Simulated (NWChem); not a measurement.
C4H3N; SMILES C#CCC#N

```xyz
8

C      0.5835    -2.1932     0.0000
C     -0.0617    -1.1715     0.0000
C     -0.8549     0.0546     0.0000
C     -0.0470     1.2758     0.0000
N      0.5757     2.2497     0.0000
H      1.1615    -3.0993     0.0000
H     -1.5163     0.0786     0.8833
H     -1.5163     0.0786    -0.8833
```
Atoms are numbered in this order, from 1.

Results from NWChem. Geometry: optimised at PBE0/def2-SVP. Atomic charges in e: unrestrained fits to the electrostatic potential beside Mulliken populations; buried atoms are poorly determined by the fit.

Task: Estimate the computed values for B3LYP/def2-SVP. Quantities: ESP C1; Mulliken C1; ESP C2; Mulliken C2; ESP C3; Mulliken C3; ESP C4; Mulliken C4; ESP N5; Mulliken N5; relative RMS misfit of the potential (%).

Result: 
```
Item                                      Value
----------------------------------------  -----
ESP C1                                    -0.39
Mulliken C1                               -0.41
ESP C2                                     0.01
Mulliken C2                                0.26
ESP C3                                     0.12
Mulliken C3                                0.19
ESP C4                                     0.29
Mulliken C4                               -0.27
ESP N5                                    -0.42
Mulliken N5                                0.05
relative RMS misfit of the potential (%)     20
```
